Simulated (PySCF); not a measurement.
Pb(NH2)2 (H4N2Pb), SMILES [NH2][Pb][NH2] (connectivity only; charge and spin as stated), neutral, multiplicity 1.

Coordinates come from a B3LYP-D3(BJ)/def2-SVP optimisation. A frequency run showed that this geometry is not a minimum. The def2 effective core potentials stand for the cores of Pb; spin–orbit coupling is left out. One conformer was computed; it need not be the lowest.

The numbers are results of TDA-M06-2X/def2-SVPD run with PySCF, not measurements.

Vertical excitations. Isolated molecule, no solvent. State labels are in the subgroup C2v.

Computed excitation energies, oscillator strengths and character:
```tsv
state	symmetry	energy (eV)	λ (nm)	f	main pairs
S1	B2	4.65	267	0.053	HOMO→LUMO 94 %
S2	B1	5.10	243	0.052	HOMO−2→LUMO 91 %
S3	B1	5.47	227	0.071	HOMO→LUMO+1 86 %
S4	A1	5.47	227	0.050	HOMO−1→LUMO 92 %
S5	A2	5.69	218	0.000	HOMO→LUMO+3 41 %, HOMO→LUMO+2 34 %, HOMO−1→LUMO+1 21 %
S6	A2	6.24	199	0.000	HOMO→LUMO+2 54 %, HOMO→LUMO+3 38 %
S7	A2	6.39	194	0.000	HOMO−1→LUMO+1 69 %, HOMO→LUMO+3 15 %
S8	A2	6.71	185	0.000	HOMO−3→LUMO 92 %
S9	B1	6.78	183	0.144	HOMO−1→LUMO+2 54 %, HOMO−1→LUMO+3 26 %
S10	B2	6.93	179	0.468	HOMO−2→LUMO+1 91 %
T1	B2	3.60	344	0	HOMO→LUMO 96 %
T2	B1	3.93	316	0	HOMO−2→LUMO 95 %
T3	A1	4.33	286	0	HOMO−1→LUMO 96 %
T4	B1	5.16	240	0	HOMO→LUMO+1 82 %
```
Triplets are in the Tamm–Dancoff approximation.
